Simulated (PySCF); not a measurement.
Species: i-BuOEt, C6H14O.
Z-matrix (Å and degrees, PBE0-D3(BJ)/def2-SVP geometry), rows numbered from 1:
```
C 
C   1  1.5186
O   2  1.4011  1  113.85
C   3  1.3982  2  115.30  1   -75.84
C   4  1.5201  3  109.56  2  -178.56
C   5  1.5230  4  111.12  3   -58.86
C   5  1.5230  4  110.28  3   176.44
H   1  1.1009  2  110.34  3  -173.72
H   1  1.1007  2  110.24  3   -54.14
H   1  1.1005  2  112.25  3    66.40
H   2  1.1099  1  110.14  3  -124.27
H   2  1.1017  1  109.69  3   118.40
H   4  1.1110  3  110.16  2   -57.55
H   4  1.1109  3  111.51  2    60.68
H   5  1.1051  4  106.49  3    58.77
H   6  1.1035  5  110.67  4   -64.70
H   6  1.1010  5  111.21  4   175.67
H   6  1.0987  5  110.68  4    54.90
H   7  1.1031  5  110.98  4    62.67
H   7  1.1005  5  111.03  4  -177.97
H   7  1.1016  5  111.85  4   -57.65
```

Computed with PySCF at PBE0/def2-SVPD, non-relativistic, on one gas-phase PBE0-D3(BJ)/def2-SVP geometry that isn't relaxed in the solvent. The solvent is an IEF-PCM continuum (Bondi radii, 1.10 Å for H, scaled by 1.2), and excitations are vertical TDDFT with non-equilibrium linear response and a frozen core. Only the electrostatic response of the medium enters.

Gas-phase singlets (H = HOMO, L = LUMO):

```csv
state,E (eV),λ (nm),f,leading configurations
S1,6.968,178,0.018,H→L 94%
S2,7.490,166,0.013,H→L+1 91%
S3,7.576,164,0.010,H→L+2 95%
S4,7.818,159,0.027,H→L+3 92%
S5,8.270,150,0.011,H→L+4 86%
```

Problem. How does the list change in chloroform (ε = 4.711)?

Solution. 
| state | E (eV) | λ (nm) | f | leading configurations | change by rank (eV) |
| --- | --- | --- | --- | --- | --- |
| S1 | 7.048 | 176 | 0.019 | H→L 92% | +0.080 |
| S2 | 7.589 | 163 | 0.010 | H→L+1 68%, H→L+2 23% | +0.099 |
| S3 | 7.626 | 163 | 0.014 | H→L+2 73%, H→L+1 24% | +0.050 |
| S4 | 7.845 | 158 | 0.041 | H→L+3 90% | +0.027 |
| S5 | 8.359 | 148 | 0.018 | H→L+4 69%, H-1→L 18% | +0.089 |

Problem. The ground-state energy changes by -0.078 eV from gas to chloroform. By how much does the total energy of gas-phase S1 change?

Solution. E(S1) = E(S0) + excitation energy, so it changes by -0.078 + 0.080 = +0.002 eV: it isn't lowered at all, while the ground state is. This is the vertical state, with the slow part of the continuum still set for S0.

Problem. How do the frontier levels move from gas to chloroform?

Solution. 
```csv
orbital,gas (eV),solvent (eV),change (eV),"Löwdin shares, gas","Löwdin shares, solvent"
LUMO+2,1.42,1.48,+0.06,"O3 17 %, C2 9 %, H15 8 %, H11 8 %","O3 20 %, H15 10 %, H10 8 %, H14 8 %"
LUMO+1,1.12,1.25,+0.13,"C7 15 %, C1 13 %, H8 8 %, H20 8 %","C7 15 %, C1 14 %, C2 8 %, H8 8 %"
LUMO,0.74,0.86,+0.12,"C1 13 %, C7 9 %, C4 9 %, C2 7 %","C1 12 %, C7 9 %, C6 9 %, C4 8 %"
HOMO,-7.34,-7.33,+0.01,"O3 57 %, C4 11 %, C2 7 %, C1 7 %","O3 56 %, C4 11 %, C2 8 %, C1 7 %"
HOMO-1,-8.62,-8.59,+0.03,"O3 34 %, C4 13 %, C5 10 %, C2 10 %","O3 31 %, C4 13 %, C5 10 %, C2 10 %"
HOMO-2,-9.14,-9.08,+0.06,"C5 26 %, C6 16 %, H15 14 %, C7 10 %","C5 25 %, C6 16 %, H15 13 %, C7 10 %"
HOMO-3,-9.21,-9.13,+0.08,"C4 15 %, C5 14 %, C2 13 %, C6 10 %","C4 15 %, C5 13 %, C2 13 %, C6 9 %"
```

The HOMO–LUMO gap goes from 8.08 to 8.19 eV. Rows go by rank; for LUMO+1 and LUMO+2 the atom shares or the degeneracy differ between the runs, so the row needn't follow one orbital.
